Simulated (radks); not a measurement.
Results of a calculation; reference values are marked as such.
Fractional charge and spin in the 3d shell of nickel: the spin-up occupation runs from 3 to 4 and the spin-down occupation from 3 to 4; the fullest corner is Ni, [Ar] 4s2 3d(up 4, down 4). Code: a radial shooting solver on a logarithmic mesh with Libxc functionals. Model: scalar-relativistic Kohn-Sham, PBEsol, spin-polarised, spherical densities, finite nucleus; Fermi nuclear charge, rms radius of each element as measured or else 0.836 A^(1/3) + 0.57 fm. Energy (eV) above the fullest corner. The planes named below are the two flat planes that join the four corners, with an edge along up + down = one added electron.

\begin{tabular}{lrrrrr}
down \ up & 3 & 3.25 & 3.5 & 3.75 & 4 \\ \hline
3 & 49.166 & 39.139 & 30.277 & 22.539 & 15.878 \\
3.25 & 39.139 & 30.349 & 22.678 & 16.082 & 10.514 \\
3.5 & 30.277 & 22.678 & 16.150 & 10.646 & 6.116 \\
3.75 & 22.539 & 16.082 & 10.646 & 6.181 & 2.631 \\
4 & 15.878 & 10.514 & 6.116 & 2.631 & 0.000 \\
\end{tabular}

Corners above the fullest one (they belong to Ni+ and the next ion): (up 4, down 3) 15.878 eV, (up 3, down 4) 15.878 eV, (up 3, down 3) 49.166 eV. With half an added electron in each spin the energy lies 0.272 eV from the planes, and with half an added electron in spin up alone -2.245 eV. The planes are only a guide here: the flat-plane condition holds for ground states with one frontier orbital, while this shell lies below other occupied shells, so the corners above the fullest one are inner-hole states and not the ground states of those ions.
